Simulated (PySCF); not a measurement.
**How methods differ on the excitation energy of S**

S [Ne] 3s2 3p4 (3P) → S [Ne] 3s2 3p3 4s1 (5S), as a difference of total energies. All numbers are calculated (PySCF 2.14, scalar relativity by spin-free X2C-1e, in aug-cc-pVQZ-DK (7s6p4d3f2g, 84 functions)). Correlated levels: valence: [Ne] frozen. The calculations carry no spin-orbit coupling.

| method | excitation energy (cm⁻¹) | error (cm⁻¹) |
| --- | --- | --- |
| UHF | 47845 | -4582 |
| MP2 (valence) | 52210 | -217 |
| SCS-MP2 (valence) | 53987 | +1560 |
| CCSD (valence) | 53143 | +715 |
| CCSD(T) (valence) | 53237 | +810 |

Reference: 52428 cm⁻¹ (measured; NIST levels, between the centres of gravity of the two terms).

Errors of the correlated levels include the incompleteness of this basis and the frozen core.

The promoted electron is Rydberg-like, and one or two diffuse shells describe it only roughly, which tends to raise the upper state.
